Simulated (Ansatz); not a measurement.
Born–Oppenheimer molecular dynamics of C₂H₈OSi (12 atoms, charge 0, multiplicity 1). It starts from a relaxed structure.

Level of theory: RKS PBE0/6-31G (Ansatz 0.2.0).

| Item | Value |
| --- | --- |
| ensemble | NVE (Milne-controlled integrator) |
| time step | 0.5 fs |
| steps asked | 100 |
| starting velocities drawn for | 300 K |
| seed | 137402 |

First frame:

```xyz
12
Properties=species:S:1:pos:R:3
Si 0.125 0.054 -0.061
C -0.102 -0.078 1.822
H -1.148 -0.259 2.091
H 0.497 -0.910 2.209
H 0.226 0.842 2.314
H 1.556 0.328 -0.408
O -0.747 1.385 -0.755
C -2.177 1.421 -0.874
H -2.667 1.484 0.108
H -2.433 2.313 -1.448
H -2.565 0.538 -1.402
H -0.338 -1.231 -0.714
```

(1) How far do the bonds stretch over the last three quarters of this one trajectory? (Pairs bonded in most of those frames.)

Results:

(1) 
| bond | mean (Å) | spread (Å) | shortest | longest |
| --- | --- | --- | --- | --- |
| Si1–C2 | 1.914 | 0.029 | 1.86 | 1.94 |
| Si1–H6 | 1.498 | 0.005 | 1.49 | 1.51 |
| Si1–O7 | 1.753 | 0.032 | 1.70 | 1.79 |
| Si1–H12 | 1.515 | 0.007 | 1.50 | 1.53 |
| C2–H3 | 1.097 | 0.018 | 1.07 | 1.12 |
| C2–H4 | 1.098 | 0.013 | 1.08 | 1.12 |
| C2–H5 | 1.099 | 0.032 | 1.05 | 1.14 |
| O7–C8 | 1.443 | 0.014 | 1.42 | 1.46 |
| C8–H9 | 1.111 | 0.047 | 1.03 | 1.17 |
| C8–H10 | 1.093 | 0.011 | 1.08 | 1.11 |
| C8–H11 | 1.101 | 0.011 | 1.08 | 1.12 |

Mean temperature of the second half: 143 K. The conserved energy stayed within 0.031 meV per atom of its start (net change -0.0061 meV per atom), so the integration is sound. A run of 0.05 ps of so small a system gives no equilibrium averages. Limits of this set-up: no polarisation functions.

Run time: 5 min on 1 thread of Arm Neoverse V1, on a shared host, peak memory 0.12 GiB.
